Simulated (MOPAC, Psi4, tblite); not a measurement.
Dimer C3H8 ··· Br- (SMILES CCC and [Br-]) (charge -1) at R = 3.91 Å between the centres of mass, closest contact 2.96 Å (lowest of the rigid-body minima from ten starts at GFN2-xTB). Geometry in Å and degrees:

```
C
H 1 1.0941
H 1 1.0941 2 106.13
C 1 1.5265 2 109.44 3 117.99
H 4 1.0916 1 111.60 2 -58.04
H 4 1.0929 5 107.77 1 -122.13
H 4 1.0929 5 107.77 6 -115.74
C 1 1.5265 2 109.44 3 -117.99
H 8 1.0916 1 111.60 2 57.91
H 8 1.0929 9 107.77 1 -122.13
H 8 1.0929 9 107.77 10 -115.74
Br 7 2.9552 4 151.61 5 -150.65
```

Computed with: GFN2-xTB (tblite); SAPT0/jun-cc-pVDZ, frozen core (Psi4); HF/aug-cc-pVDZ, counterpoise-corrected (Psi4); MP2/aug-cc-pVDZ = DF-MP2/aug-cc-pVDZ, frozen core, counterpoise-corrected (Psi4); SCS-MP2/aug-cc-pVDZ = DF-SCS-MP2/aug-cc-pVDZ, frozen core, counterpoise-corrected run with Psi4; PM3, restricted, heats of formation (MOPAC); AM1, restricted, heats of formation (MOPAC).

What interaction energy does each level give?


| method | E_int / kcal/mol |
|---|---|
| MP2/aug-cc-pVDZ | -4.02 |
| SAPT0/jun-cc-pVDZ | -3.30 |
| SCS-MP2/aug-cc-pVDZ | -3.26 |
| PM3 | -2.94 |
| AM1 | -2.29 |
| GFN2-xTB | -2.29 |
| HF/aug-cc-pVDZ | -1.15 |
